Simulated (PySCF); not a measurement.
Coordinates in bohr (charge 0 multiplicity 1):
```
Se   -2.5925    0.0000    0.0000
Au    0.5231   -3.2458    0.0000
Au    0.5231    3.2458    0.0000
```

Level of theory: PySCF, B3LYP, basis Se def2-TZVP, Au def2-TZVP with ECP60 (scalar-relativistic core potentials, no spin–orbit coupling, density fitting).

This geometry of Au₂Se is a stationary point at this level.

**Question.** What is the point group?

**Answer.** C2v.

**Question.** Is it a minimum?

**Answer.** Yes: all harmonic wavenumbers are real, though the softest, 33 cm⁻¹, leaves little margin.

**Question.** What are the dipole moment and the gap between the highest occupied and lowest empty levels?

**Answer.** 2.37 D and 2.62 eV.

**Question.** Give the atomic charges and bond orders.

**Answer.** 
```tsv
atom	Mulliken	Löwdin	polar tensor	Mayer order to Se1
Se1	-0.37	0.02	-0.22	–
Au2,3	0.18	-0.01	0.11	1.16
```

Other isomers or separated fragments may lie lower. No spin–orbit coupling is included, which matters more the heavier the element.
